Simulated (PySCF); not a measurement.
# Correlation energy of Ne⁺ (neon, charge +1)

Starting occupation: [He] 2s2 2p5, 2p1/2 with m_j = -1/2, +1/2, 2p3/2 with m_j = -1/2, +1/2, +3/2. Computed with PySCF 2.14 in x2c-SVPall-2c with one added diffuse shell of s type (4s2p1d, 15 functions), with X2C-1e with screened-nucleus spin-orbit coupling, Gaussian nucleus. Frozen: 1s2; 7 electrons correlated.

MP2 pair energies summed by pair of shells (mhartree):

```
 pair  energy  share (%)
2p-2p  -85.34       64.2
2p-2s  -40.52       30.5
2s-2s   -7.03        5.3
```

Total MP2 correlation energy: -132.89 mhartree.

The GHF reference relaxed away from the jj start to a determinant that is no pure jj level (⟨S²⟩ = 0.75, ⟨J²⟩ = 3.75); the energies belong to that determinant.
